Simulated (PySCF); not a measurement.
(1-methylcyclopropyl)methanol (C5H10O), SMILES OCC1(CC1)C.

The structure is a stationary point at B3LYP-D3(BJ)/def2-SVP. Other conformers were not sampled.

Level of theory: PySCF with TDA-PBE/def2-SVPD.

Vertical excitations. The molecule is in vacuum. State labels are in the subgroup Cs.

Computed excitation energies, oscillator strengths and character:
| state | symmetry | energy (eV) | λ (nm) | f | main pairs |
|---|---|---|---|---|---|
| S1 | A" | 5.84 | 212 | 0.003 | HOMO→LUMO 100 % |
| S2 | A" | 6.42 | 193 | 0.012 | HOMO→LUMO+1 94 % |
| S3 | A" | 6.53 | 190 | 0.017 | HOMO−1→LUMO 94 % |
| S4 | A' | 6.57 | 189 | 0.016 | HOMO−2→LUMO 99 % |
| S5 | A" | 7.05 | 176 | 0.002 | HOMO→LUMO+2 94 % |
| S6 | A" | 7.10 | 175 | 0.002 | HOMO−1→LUMO+1 94 % |
| T1 | A" | 5.69 | 218 | 0 | HOMO→LUMO 99 % |
| T2 | A" | 6.32 | 196 | 0 | HOMO→LUMO+1 77 %, HOMO−1→LUMO 22 % |
Triplets are in the Tamm–Dancoff approximation.
